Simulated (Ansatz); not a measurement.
Program: Ansatz. Geometries: PBE0-D4/def2-TZVP. ΔE: electronic, gas phase. CBS: MP2 limit from def2 TZ/QZ plus the TZ coupled-cluster correction, frozen cores. DFT in def2-TZVPP. One conformer a species, not always the lowest.

`NCB(O)Cl` + `O[SiH3]` → `OB(Cl)O[SiH3]` + CH₃NH₂  (ligand exchange at a B–C bond)

```json
{"level": "PBE0-D4", "ΔE (eV)": "-1.32"}
{"level": "BHLYP-D4", "ΔE (eV)": "-1.47"}
{"level": "CAM-B3LYP-D4", "ΔE (eV)": "-1.42"}
{"level": "B2PLYP", "ΔE (eV)": "-1.41"}
```

Question: What does CCSD(T)/CBS give? (Estimate.)

Answer: Computed: -1.35 eV. The listed levels differ from it by 0.03, -0.12, -0.07, -0.06 eV.

Largest T1 diagnostic among the species: 0.012.

Leaving LDA and LC-ωPBE aside and taking each functional with its dispersion term where it has one, the values, not all of them listed here, spread over 0.20 eV, from BHLYP-D4 to revPBE-D4. From PBE to PBE0 (25 % exact exchange), in def2-TZVPP and without D4, ΔE moves by −0.04 eV.
